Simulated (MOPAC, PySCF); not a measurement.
[Ta(F)3(OH)2], neutral singlet in the gas phase. 

Cartesian coordinates (Å):
```xyz
8

Ta    -0.0787     0.0177    -0.0339
F      0.6273     1.4882     0.9560
F     -1.7543     0.4201     0.7165
F      1.1903    -1.0686     0.8277
O      0.4508     0.9476    -1.6068
H      0.8838     1.8103    -1.5240
O     -0.7676    -1.4196    -1.0359
H     -1.1105    -2.1370    -1.5726
```
Charge 0, multiplicity 1.

All levels are single points at this geometry (r2SCAN-D4/def2-SVP); Pople sets use spherical d functions. Orbital energies aren't observables, and empty levels follow the basis.

PM6 in MOPAC gives HOMO (eV) = -11.17.

Q: Estimate the HOMO (eV) from each of these levels: B3LYP-D3(BJ)/def2-TZVP in PySCF; TPSSh-D3(BJ)/def2-TZVP in PySCF; B3LYP/6-31G* (LANL2DZ on Ta) in PySCF; B3LYP/LANL2DZ in PySCF; M06-2X/6-31G* (LANL2DZ on Ta) in PySCF; PBE/6-31G* (LANL2DZ on Ta) in PySCF; SVWN5/6-31G* (LANL2DZ on Ta) in PySCF; PM7 in MOPAC.

A: 
```csv
level,HOMO (eV)
B3LYP-D3(BJ)/def2-TZVP in PySCF,-9.94
TPSSh-D3(BJ)/def2-TZVP in PySCF,-9.24
B3LYP/6-31G* (LANL2DZ on Ta) in PySCF,-9.67
B3LYP/LANL2DZ in PySCF,-10.05
M06-2X/6-31G* (LANL2DZ on Ta) in PySCF,-11.79
PBE/6-31G* (LANL2DZ on Ta) in PySCF,-8.15
SVWN5/6-31G* (LANL2DZ on Ta) in PySCF,-8.36
PM7 in MOPAC,-11.46
```
